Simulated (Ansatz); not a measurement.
Reaction (isomerisation): `F[C@@H]1[O][Ge@H]1[SiH3]` → `F[CH2][GeH]1[O][SiH2]1`

Computed with Ansatz on PBE0-D4/def2-TZVP structures; ΔE is electronic, products minus reactants. CCSD(T)/CBS adds triple-zeta CCSD(T) − MP2 to the extrapolated MP2 energy (def2 sets, frozen cores). Functionals use def2-TZVPP. B3LYP here is the variant with VWN-RPA as its local correlation; programs differ in this. For Ge outer-core shells are correlated without core-valence functions, which leaves a few kJ/mol of doubt a bond. Scalar relativity is left out up to krypton. One conformer a species, not always the lowest.

(1) Is it downhill or uphill in electronic energy at CCSD(T)/CBS, and by how much? (Estimate.)

(2) What do these levels give: PBE0-D4, B2PLYP, PBE0, B3LYP, MP2/CBS(def2), CCSD/CBS(def2)? (An estimate is asked.)

Largest T1 diagnostic among the species: 0.016.

Answers

(1) Ansatz gave: Downhill: ΔE = -111.4 kJ/mol.

(2) The calculation gave: PBE0-D4 -99.7, B2PLYP -109.7, PBE0 -99.4, B3LYP -104.5, MP2/CBS(def2) -118.7, CCSD/CBS(def2) -116.4 kJ/mol.

In def2-TZVPP, CCSD(T) changes the Hartree–Fock value by +16.6 kJ/mol (the triples alone add +5.0 kJ/mol) and MP2 by +9.3 kJ/mol. From PBE to PBE0 (25 % exact exchange), in def2-TZVPP and without D4, ΔE moves by −10.2 kJ/mol.
